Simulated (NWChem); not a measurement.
# BNH₃, doublet; SMILES B[NH]

```xyz
5

B      0.0133     0.7070     0.0000
N      0.0108    -0.6296     0.0000
H     -1.0143     1.3342     0.0000
H      1.0732     1.2920     0.0000
H      0.2895    -1.5931     0.0000
```
Atoms are numbered in this order, from 1.

Program: NWChem. Geometry optimised at B3LYP/6-31G*; all other runs use it. Pople sets run with spherical d functions. Spin-unrestricted. In the optimisation the excess spin sits in a' (Cs, its own frame). Vzz has the sign of the potential's second derivative. Spin-orbit coupling enters the g values alone.

| quantity | level | value |
|---|---|---|
| Vzz N2 (a.u.) | B3LYP/6-31G* | -0.656 |
| A(iso) 14N atom 2 (MHz) | CAM-B3LYP/def2-TZVP | 33.8 |
| Δg2 (ppt) | PBE0/x2c-SVPall, ZORA | (withheld) |
| dipole (D) | LRC-wPBEh/def2-SVP | (withheld) |
| highest harmonic frequency (cm⁻¹) | B3LYP/6-31G* | 3773 |

What belongs in the gaps?


- Δg2 (ppt), value: 1.81
- dipole (D), value: 1.62
